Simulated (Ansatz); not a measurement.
Basis-set extrapolation for C₂H₇B₂F, SMILES `BC(B)CF` (PBE0-D4/def2-TZVP geometry, frozen core, the Gaussian-basis code of Ansatz). Multiplicity 1, RHF reference.

|  | def2-TZVPP | def2-QZVPP |
| --- | --- | --- |
| HF | -228.667935 | -228.678528 |
| MP2 correlation | -0.792085 | -0.850743 |
| CCSD(T) correlation | -0.869922 | not run |

Energies in hartree. Use E(X) = E(∞) + A·exp(−7.88·√X) for Hartree–Fock and E(X) = E(∞) + B·X^(−2.97) for correlation, with X = 3 and 4, and add CCSD(T) minus MP2 of the smaller set to the MP2 limit.

Q: What is the CCSD(T) energy at the basis-set limit?

A: HF limit: -228.678528 + (-0.010593) × 0.13774 = -228.67999. MP2 limit: -0.850743 + (-0.058658) × 0.74074 = -0.89419. Higher-order term: -0.869922 − (-0.792085) = -0.07784. Total: -229.65202 hartree, 71.6 kcal/mol below CCSD(T)/def2-TZVPP.
